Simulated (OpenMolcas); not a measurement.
# V4+: moving the ligands

V4+ with 4 ligands (chloride) in tetrahedral coordination (Td) at 2.21 Å. Ligand basis ANO-RCC-VDZP.

* Program: OpenMolcas
* Method: CASSCF
* Basis: ANO-RCC-VTZP [6s5p3d2f1g]
* Scalar Hamiltonian: DKH2, point nucleus
* Active space: 1 electron in 5 orbitals (3d)
* State averaging: 2S+1 = 2 even, 5 roots
* Spin-orbit coupling: RASSI with atomic mean-field integrals over the reference wave functions

Runs around this geometry, states (labels of Td). Energies in cm-1 above the lowest state or level, χT in cm3 K/mol; 10Dq is the gap between the two states; 10Dq is negative for this site.

```csv
R (Å),Ground state,First state of that spin,10Dq,First gap with spin-orbit (degeneracies),χT at 300 K
2.09,2E,2T2 9154,-9154,"9143 (4, 4)",0.375
2.21,2E,2T2 7699,-7699,"7676 (4, 4)",0.375
2.33,2E,2T2 6614,-6614,"6586 (4, 4)",0.375
```

Taking |10Dq| as R^-n, n = -ln(6614 / 9154) / ln(2.33 / 2.09) = 3.0 between the shortest and longest distance. The point-charge formula for a cubic d site gives n = 5.

An orbital doublet at a regular site is open to a Jahn-Teller distortion, which this geometry leaves out. Ligand-to-metal charge-transfer states are missing. With metal d orbitals alone and no dynamic correlation the field as a rule comes out too small, by tens of per cent, by up to half for chloride and softer ligands. The least metal-like active orbital is 76 % on the metal (Löwdin) and no ligand orbital is active, so the numbers are rough (holds for R = 2.09). The least metal-like active orbital is 79 % on the metal (Löwdin) and no ligand orbital is active, so the numbers are rough (holds for R = 2.21). The least metal-like active orbital is 80 % on the metal (Löwdin) and no ligand orbital is active, so the numbers are rough (holds for R = 2.33). No measured value stands beside these numbers; the geometry was imposed, not optimised, and the real ion may take another.
